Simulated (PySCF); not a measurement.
MgFCl, SMILES [Mg]([Cl])[F]. Geometry optimised at B3LYP-D3(BJ)/def2-TZVP.

These are B3LYP-D3(BJ)/def2-TZVP (PySCF) values and carry that method's errors.

Harmonic wavenumbers (cm⁻¹): 135, 135, 397, 787. Rotational constants (GHz): 2.508 (linear); symmetry number 1.

Q: Work out the zero-point energy and the ideal-gas rigid-rotor harmonic-oscillator thermochemistry at 298.15 K and 1 atm.

A: ZPE = ½ Σ hcν = ½ × 1454 cm⁻¹ = 2.08 kcal/mol. H − E(el) = 5.24 kcal/mol. Entropy in cal/(mol K): translation 39.01, rotation 17.52, vibration 6.93, total 63.46. G − E(el) = -13.68 kcal/mol. Cp = 12.94 cal/(mol K). Modes under 150 cm⁻¹ make the vibrational entropy uncertain.
